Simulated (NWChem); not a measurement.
Molecule: PbSiH4S, singlet; SMILES [SiH3][Pb][SH]

```xyz
7

Pb     0.4709    -0.1325     0.5549
S     -1.3950    -1.5631    -0.3940
H     -0.7594    -2.7452    -0.2242
Si    -1.0837     2.0845     0.0832
H     -1.3450     2.8176     1.3678
H     -2.4067     1.7734    -0.5462
H     -0.3605     3.0471    -0.8147
```
Atoms are numbered in this order, from 1.

Level: PBE0/def2-SVP with def2 effective core potentials on Pb (NWChem), optimised geometry, unscaled harmonic frequencies. Low-valent species are run as closed-shell singlets; no triplet was tried in these runs. def2 effective core potentials on Pb; no spin-orbit coupling.

Task: List the harmonic frequencies with IR intensities, and the thermochemistry.

Result: 
```tsv
frequency (cm⁻¹)	IR intensity (km/mol)
11	0.0
81	1.0
248	12.0
307	0.6
314	29.6
415	8.4
422	27.4
649	6.7
834	356.5
931	30.9
932	31.4
2185	111.4
2195	110.0
2217	74.0
2705	0.4
```

- zero-point energy = 20.6 kcal/mol
- thermal correction to the enthalpy at 298.15 K (with zero-point energy) = 25.4 kcal/mol
- heat capacity Cv = 20.3 cal/(mol K)
- entropy at 298.15 K and 1 atm (symmetry number 1) = 89.5 cal/(mol K)

Rigid rotor and harmonic oscillator; modes under 100 cm⁻¹ make the entropy uncertain.
